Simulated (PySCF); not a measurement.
Input file for PySCF: R-B3LYP/3-21G on ethylenediamine (SMILES NCCN), a point of a torsion scan.

```python
from pyscf import gto, scf, dft, mp
from pyscf.data.elements import chemcore

mol = gto.M(
    atom='''
    N     1.79784543    0.33470451   -0.26413287
    C     0.57013168    0.17568275    0.49895456
    C    -0.53882939   -0.36616986   -0.40777432
    N    -1.72608511   -0.65224885    0.38181594
    H     2.61560718    0.21398040    0.31823168
    H     1.84241795    1.24013336   -0.71411305
    H     0.22763559    1.10918902    0.97427421
    H     0.73613092   -0.55702811    1.29108065
    H    -0.19365225   -1.30032132   -0.85493282
    H    -0.71590710    0.35387854   -1.22507793
    H    -2.45479252   -1.03964516   -0.20747142
    H    -2.08605878    0.20306168    0.79390725
    ''',
    basis='3-21g',
    charge=0, spin=0, verbose=3, max_memory=1800)
mf = dft.RKS(mol, xc='b3lyp')
mf.conv_tol = 1e-8
mf.max_cycle = 100
mf.kernel()
if not mf.converged:
    mf = mf.newton().run(mf.mo_coeff, mf.mo_occ)
```

The log:

```
converged SCF energy = -189.45452503
```

The run converged.

Cost: about 6 core-seconds (a rough figure).
